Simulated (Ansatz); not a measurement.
`[CH3][In]([OH])[Cl]` → `[CH2]` (triplet) + `[OH][InH][Cl]`  (formal loss of a carbene)

Calculated with Ansatz (gas phase, PBE0-D4/def2-TZVP geometries, no zero-point term in ΔE). CCSD(T)/CBS is the MP2 limit (def2-TZVPP, def2-QZVPP) plus CCSD(T) − MP2 in def2-TZVPP, frozen cores. This one scheme is used for every species. Functionals use def2-TZVPP. Triplets are unrestricted, without spin–orbit coupling. Elements past krypton have def2 core potentials. For In outer-core shells are correlated without core-valence functions, which leaves a few kJ/mol of doubt a bond. One conformer a species, not always the lowest.

(1) Is it downhill or uphill in electronic energy at CCSD(T)/CBS, and by how much? (Best estimate.)

(2) What do these levels give: B97M-V, ωB97X-V, ωB97M-V, r2SCAN, MP2/def2-SVP, CCSD(T)/def2-SVP? (An estimate is asked.)

Largest T1 diagnostic among the species: 0.015.

Results:

(1) The calculation gave: Uphill: ΔE = +4.81 eV.

(2) Ansatz gave: B97M-V 4.66, ωB97X-V 4.83, ωB97M-V 4.76, r2SCAN 4.50, MP2/def2-SVP 4.63, CCSD(T)/def2-SVP 4.51 eV.

Leaving LDA and LC-ωPBE aside and taking each functional with its dispersion term where it has one, the values, not all of them listed here, spread over 0.37 eV, from r2SCAN0-D4 to ωB97X-V. LDA lies +0.66 eV from PBE without D4. From PBE to PBE0 (25 % exact exchange), in def2-TZVPP and without D4, ΔE moves by −0.10 eV.
